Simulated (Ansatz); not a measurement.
**Nudged elastic band run: GaH₆NOSi**

Input:

```yaml
crystal:
  periodic: [false, false, false]
  atoms:
    - { symbol: "N", position_ang: [-1.457318, -0.086932, -0.797332] }
    - { symbol: Si, position_ang: [0.190274, -0.414269, -0.361614] }
    - { symbol: O, position_ang: [0.451537, -1.665247, 0.7404] }
    - { symbol: Ga, position_ang: [1.068204, 1.496581, 0.822888] }
    - { symbol: H, position_ang: [-1.923958, -0.572982, -1.557847] }
    - { symbol: H, position_ang: [-2.12721, 0.246906, -0.110416] }
    - { symbol: H, position_ang: [0.833474, -0.768098, -1.667392] }
    - { symbol: H, position_ang: [0.282816, -2.567272, 0.439221] }
    - { symbol: H, position_ang: [0.194086, 2.195104, 1.946239] }
    - { symbol: H, position_ang: [2.488116, 2.136199, 0.545863] }
basis:
  gaussian: { orbitals: def2-SVP }
hamiltonian:
  xc: b3lyp
neb:
  order_check: false
  images: 5
  f_tol: 0.05
  max_iterations: 60
  initial_path: idpp
  final_atoms:
    - { symbol: "N", position_ang: [-1.45724591, -0.08626313, -0.79141209] }
    - { symbol: Si, position_ang: [0.19070388, -0.41465815, -0.35893894] }
    - { symbol: O, position_ang: [0.45461286, -1.67202716, 0.73466297] }
    - { symbol: Ga, position_ang: [1.067017, 1.49890657, 0.82349773] }
    - { symbol: H, position_ang: [-2.12844972, 0.23986648, -0.10208616] }
    - { symbol: H, position_ang: [-1.92127551, -0.57274296, -1.55326187] }
    - { symbol: H, position_ang: [0.82976657, -0.76047533, -1.66882625] }
    - { symbol: H, position_ang: [0.28475539, -2.57205935, 0.42773211] }
    - { symbol: H, position_ang: [0.18389025, 2.21668886, 1.9273899] }
    - { symbol: H, position_ang: [2.49624619, 2.12275416, 0.56125259] }
```

Run as:

```bash
$ ansatz run input.yaml --threads 2 --pin off --max-ram 3072MiB --backend cpu --events-out ev --progress --plain --runs-dir out
```

Output, in part (warnings, iteration lines, the closing report on the highest movable image, with atoms numbered from 0):

```
NEB end point (image 0): max|allowed force component| = 6.309e-3 eV/Å (the criterion of neb.relax_end_points is 1.000e-2)
NEB end point (image 6): max|allowed force component| = 1.099e-2 eV/Å (the criterion of neb.relax_end_points is 1.000e-2)
NEB iter   1: max|band force component| = 9.843e-1 eV/Å  barrier→ = 0.3302 eV  barrier← = 0.3301 eV  Δτ_max = 0.1343 Å  (194 SCF iters)
NEB iter   2: max|band force component| = 3.633e-1 eV/Å  barrier→ = 0.2569 eV  barrier← = 0.2568 eV  CI = image 3  Δτ_max = 0.0668 Å  (139 SCF iters)
NEB iter   3: max|band force component| = 2.148e-1 eV/Å  barrier→ = 0.2413 eV  barrier← = 0.2412 eV  CI = image 3  Δτ_max = 0.0573 Å  (132 SCF iters)
NEB iter   4: max|band force component| = 1.719e-1 eV/Å  barrier→ = 0.2362 eV  barrier← = 0.2361 eV  CI = image 3  Δτ_max = 0.1431 Å  (129 SCF iters)
NEB iter   5: max|band force component| = 1.884e-1 eV/Å  barrier→ = 0.2282 eV  barrier← = 0.2281 eV  CI = image 3  Δτ_max = 0.0729 Å  (143 SCF iters)
NEB iter   6: max|band force component| = 1.627e-1 eV/Å  barrier→ = 0.2241 eV  barrier← = 0.2240 eV  CI = image 3  Δτ_max = 0.0700 Å  (135 SCF iters)
NEB iter   7: max|band force component| = 1.009e-1 eV/Å  barrier→ = 0.2202 eV  barrier← = 0.2201 eV  CI = image 3  Δτ_max = 0.0439 Å  (132 SCF iters)
NEB iter   8: max|band force component| = 9.688e-2 eV/Å  barrier→ = 0.2179 eV  barrier← = 0.2178 eV  CI = image 3  Δτ_max = 0.0219 Å  (129 SCF iters)
NEB iter   9: max|band force component| = 7.069e-2 eV/Å  barrier→ = 0.2168 eV  barrier← = 0.2167 eV  CI = image 3  Δτ_max = 0.0219 Å  (128 SCF iters)
NEB iter  10: max|band force component| = 5.900e-2 eV/Å  barrier→ = 0.2161 eV  barrier← = 0.2160 eV  CI = image 3  Δτ_max = 0.0219 Å  (128 SCF iters)
NEB iter  11: max|band force component| = 3.286e-2 eV/Å  barrier→ = 0.2156 eV  barrier← = 0.2155 eV  CI = image 3  Δτ_max = 0.0219 Å  (126 SCF iters)
NEB iter  12: max|band force component| = 3.289e-2 eV/Å  barrier→ = 0.2152 eV  barrier← = 0.2151 eV  CI = image 3  Δτ_max = 0.0000 Å  (169 SCF iters)
Total energy: -63881.49649295 eV, -2347.6016956825 hartree
Atom 0 at    -1.530847    -0.070819    -0.916335 Å, force    -0.004907     0.001762     0.018469 eV/Å
Atom 1 at     0.147239    -0.299189    -0.506880 Å, force    -0.019744    -0.023844     0.005099 eV/Å
Atom 2 at     0.254565    -1.793187     0.268443 Å, force     0.012078     0.016307    -0.012779 eV/Å
Atom 3 at     1.011785     1.294478     1.127877 Å, force    -0.001958     0.000442     0.003920 eV/Å
Atom 4 at    -2.182169    -0.746579    -0.522569 Å, force     0.008328     0.009331    -0.011899 eV/Å
Atom 5 at    -1.944759     0.857225    -0.915320 Å, force     0.006472    -0.013142    -0.000535 eV/Å
Atom 6 at     0.990340    -0.368487    -1.747250 Å, force     0.003453     0.005615    -0.003221 eV/Å
Atom 7 at     0.656332    -2.507681    -0.239309 Å, force    -0.005255     0.002410     0.003317 eV/Å
Atom 8 at     0.111465     1.755456     2.350485 Å, force    -0.001341     0.007228    -0.003035 eV/Å
Atom 9 at     2.486071     1.878773     1.100868 Å, force     0.002875    -0.006110     0.000666 eV/Å
Dipole moment:    -0.162230    -0.111469    -0.185077 e Å
```

The run converged. The band force fell under the threshold earlier too, but the program's further tests of the path sent the band on. A vibrational analysis at the climbing image gives one clearly imaginary mode, 250i cm⁻¹, and a faint second one (37i cm⁻¹) that may be numerical noise or a soft torsion: probably a first-order saddle point.

Final band (atoms are numbered from 1 in the order of the input):

```json
{"image": "0", "path coordinate (Å)": "0.00", "energy (eV)": "0.000", "dihedral H6–N1–Si2–Ga4 (°)": "-50"}
{"image": "1", "path coordinate (Å)": "0.69", "energy (eV)": "0.045", "dihedral H6–N1–Si2–Ga4 (°)": "-31"}
{"image": "2", "path coordinate (Å)": "1.38", "energy (eV)": "0.155", "dihedral H6–N1–Si2–Ga4 (°)": "3"}
{"image": "3", "path coordinate (Å)": "2.06", "energy (eV)": "0.215", "dihedral H6–N1–Si2–Ga4 (°)": "32"}
{"image": "4", "path coordinate (Å)": "2.75", "energy (eV)": "0.146", "dihedral H6–N1–Si2–Ga4 (°)": "62"}
{"image": "5", "path coordinate (Å)": "3.43", "energy (eV)": "0.043", "dihedral H6–N1–Si2–Ga4 (°)": "100"}
{"image": "6", "path coordinate (Å)": "4.11", "energy (eV)": "0.000", "dihedral H6–N1–Si2–Ga4 (°)": "158"}
```

The run took 3.2 min on 2 threads of Intel(R) Xeon(R) Platinum 8259CL CPU @ 2.50GHz (Skylake/Cascade Lake) (shared host), peak memory 0.27 GiB.
